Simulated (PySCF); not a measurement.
Levels of Zn¹⁷⁺ from EOM-EA-GCCSD

Reference: closed-shell Zn¹⁸⁺, [Ne] 3s2; one electron is added. Calculated with PySCF 2.14, two-component X2C-1e with screened spin-orbit coupling, an even-tempered Gaussian basis (19 s from 0.6 bohr⁻², ratio 2.6; 13 p from 0.78 bohr⁻², ratio 2.6; 7 d from 0.8 bohr⁻², ratio 2.8; 4 f from 13 bohr⁻², ratio 2.8); frozen 1s2; the 50 highest virtual spinors dropped; of the others 56 kept and the rest restored at second order. No Breit or QED terms. Binding energies in eV.

```csv
level,Koopmans,second order,EOM-CCSD
3p1/2,616.02,617.74,617.58
3p3/2,610.89,612.64,612.55
3d3/2,543.01,near a pole,540.79
3d5/2,542.24,near a pole,540.26
```

In EOM-CCSD the overlap with the one-orbital guess is low for 3d3/2 (weight 0.83), 3d5/2 (weight 0.85). That can mean mixing with two-particle, one-hole states, where second order and EOM-CCSD lose accuracy, or only a rotation among the degenerate components of the shell; the terms of those configurations are not listed.

For comparison, the ionisation energy of Zn¹⁷⁺ is 613.3 ± 2.4 eV (semi-empirical (NIST evaluation); NIST Atomic Spectra Database, ionization energies).

Only part of the computed levels is shown.
